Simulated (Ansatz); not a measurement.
Gas-phase electronic energies from Ansatz, PBE0-D4/def2-TZVP geometries. CCSD(T)/CBS is the MP2 limit (def2-TZVPP, def2-QZVPP) plus CCSD(T) − MP2 in def2-TZVPP, frozen cores. This one scheme is used for every species. DFT in def2-TZVPP. B3LYP here is the variant with VWN-RPA as its local correlation; programs differ in this. For Ge outer-core shells are correlated without core-valence functions, which leaves a few kJ/mol of doubt a bond. Scalar relativity is left out up to krypton. Each species was taken in one conformer, which may not be the lowest.

Reaction (redistribution): `[F][GeH2][SH]` + `[AlH2][CH2]Cl` → `[F][GeH2][CH2]Cl` + `[AlH2][SH]`

| level | ΔE (kcal/mol) | difference from CCSD(T)/CBS |
| --- | --- | --- |
| PBE-D4 | -13.4 | 1.6 |
| r2SCAN-D4 | -14.2 | 0.8 |
| PBE0-D4 | -13.8 | 1.2 |
| B3LYP-D4 | -13.5 | 1.5 |
| ωB97X-V | -14.0 | 1.0 |
| ωB97M-V | -13.8 | 1.2 |
| B2PLYP | -14.0 | 1.0 |
| PBE | -13.3 | 1.7 |
| r2SCAN | -14.1 | 0.9 |
| PBE0 | -13.7 | 1.3 |
| B3LYP | -13.3 | 1.7 |
| HF/def2-TZVPP | -14.2 | 0.8 |
| MP2/def2-TZVPP | -15.3 | -0.3 |
| SCS-MP2/def2-TZVPP | -15.0 | 0.0 |
| CCSD/def2-TZVPP | -15.1 | -0.1 |
| CCSD(T)/def2-TZVPP | -15.1 | -0.1 |
| HF/def2-QZVPP | -14.0 | 1.0 |
| MP2/def2-QZVPP | -15.2 | -0.2 |
| SCS-MP2/def2-QZVPP | -14.9 | 0.1 |
| HF/CBS(def2) | -13.9 | 1.1 |
| MP2/CBS(def2) | -15.2 | -0.2 |
| CCSD/CBS(def2) | -15.0 | 0.0 |
| CCSD(T)/CBS | -15.0 | 0 |

Largest T1 diagnostic among the species: 0.012.

In def2-TZVPP, CCSD(T) changes the Hartree–Fock value by −0.9 kcal/mol (the triples alone add −0.0 kcal/mol) and MP2 by −1.1 kcal/mol.
